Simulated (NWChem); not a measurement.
# SiI3F; SMILES F[Si](I)(I)I

```xyz
5

F      0.0000     0.0000     2.1662
Si     0.0000     0.0000     0.5517
I      2.0788     1.0156    -0.1712
I     -0.1599    -2.3081    -0.1712
I     -1.9189     1.2926    -0.1712
```
Atoms are numbered in this order, from 1.

Results from NWChem. Coordinates come from a PBE0/def2-SVP optimisation. No frequency run checked for a minimum. def2 effective core potentials on I; no spin-orbit coupling.

Problem. Estimate the computed values for Hartree-Fock/def2-SVP (core potentials). Quantities: highest occupied level (eV); orbital gap (eV); dipole (D).

Solution. 
```json
{
 "highest occupied level (eV)": "-10.31",
 "orbital gap (eV)": "11.28",
 "dipole (D)": "1.18"
}
```
